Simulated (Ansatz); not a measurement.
Ideal-gas functions of CH$_{2}$Br$_{2}$ (`BrCBr`) at 600 K and 1 bar, from an Ansatz frequency run at PBE0-D4/def2-TZVP.

Molar mass 173.84 g/mol, point group C2v (symmetry number 2), electronic degeneracy 1, moments of inertia 18.938, 415.832, 431.513 u Å². Harmonic wavenumbers (cm⁻¹, unscaled): 172, 600, 670, 820, 1123, 1219, 1434, 3147, 3234.

Use S(trans) = R[1.5 ln M + 2.5 ln T − 1.1517]; rotational temperatures θ = 24.2544 K / I; S(rot) = R[ln(√π/σ · √(T³/θAθBθC)) + 1.5]; for each mode x = 1.438777 ν̃/T, S = R[x/(eˣ − 1) − ln(1 − e⁻ˣ)] and H = RT x/(eˣ − 1); 1 cm⁻¹ = 0.0119627 kJ/mol; R = 8.31446 J/(mol·K).

Q: By hand: the entropy, in J/(mol·K).

A: Translation 187.7. Rotation: θ = 1.2807, 0.0583, 0.0562 K, giving 114.0. Vibration, mode by mode: 15.74, 5.97, 5.21, 3.91, 2.21, 1.84, 1.22, 0.04, 0.03, in all 36.2. Electronic 0.0. Sum 337.9 J/(mol·K).

Q: By hand: H − E and G − E in kJ/mol, counted from the electronic energy.

A: Zero-point energy ½ × 12419 × 0.0119627 = 74.3; thermal vibration 12.3; translation, rotation and pV give 4 RT = 20.0. H − E = 106.6 kJ/mol, and G − E = 106.6 − 600 × 337.9/1000 = -96.1 kJ/mol.

Vibration gives 11 % of the entropy.
